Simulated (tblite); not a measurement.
C8H7 (doublet state).
Atom-mapped SMILES: `[CH2:1]=[C:2][C:3]#[C:4][CH:5]=[C:6]1[CH2:7][CH2:8]1` (hydrogens: H9, H10 on C1; H11 on C5; H12, H13 on C7; H14, H15 on C8)

Structure optimised with GFN2-xTB, isolated species. This method treats the open shell by occupation alone, without spin polarisation.

Q: Give the optimised bond lengths and angles.

A: 
```
          bond  length (Å)   order
         C1=C2       1.298  double
         C2–C3       1.295  single
         C3≡C4       1.244  triple
         C4–C5       1.374  single
         C5=C6       1.340  double
         C6–C7       1.459  single
         C7–C8       1.520  single
         C6–C8       1.459  single
 C1–H9, C1–H10       1.082  single
        C5–H11       1.087  single
C7–H12, C7–H13       1.083  single
C8–H14, C8–H15       1.082  single
```

Bonds in one row agree within 0.01 Å and their mean is given. Orders are formal, as drawn. A selection of angles:
```
   angle  degrees
C1–C2–C3    179.3
C2–C3–C4    179.7
C3–C4–C5    178.7
C4–C5–C6    124.2
C5–C6–C7    148.2
C5–C6–C8    149.1
C7–C6–C8     62.7
C6–C7–C8     58.6
C6–C8–C7     58.6
```

Dihedral angles: C4–C5–C6–C7 180° (antiperiplanar); C5–C6–C7–C8 180° (antiperiplanar); C5–C6–C8–C7 180° (antiperiplanar).

C6 (carbon bonded to 3 C) is planar (angles 149.1°, 148.2° and 62.7°, sum 360.0°, 0.00 Å off the plane of its three neighbours). C5 (carbon bonded to 2 C and H) is planar (angles 124.2°, 119.3° and 116.5°, sum 360.0°, 0.00 Å off the plane of its three neighbours). C1 (carbon bonded to C and 2 H) is planar (angles 122.1°, 122.1° and 115.8°, sum 360.0°, 0.00 Å off the plane of its three neighbours). The 8 heavy atoms lie in one plane (0.003 Å rms). The 3-membered ring C6–C7–C8 has internal angles of 58.6° to 62.7°. The 8 C–C bonds span 1.244 Å (C3≡C4, drawn triple in a drawing that doesn't fit all lengths) to 1.520 Å (C7–C8, drawn single in a drawing that doesn't fit all lengths), a spread of 0.276 Å.

Point group: Cs (every atom within 0.08 Å of its image). Its GFN2-xTB frequencies are all real (lowest 60 cm⁻¹).

Time: 0.43 s wall. Hardware: one thread, Arm Neoverse V2 (aarch64), shared host. That covers the optimisation of the geometry.

These are computed values.
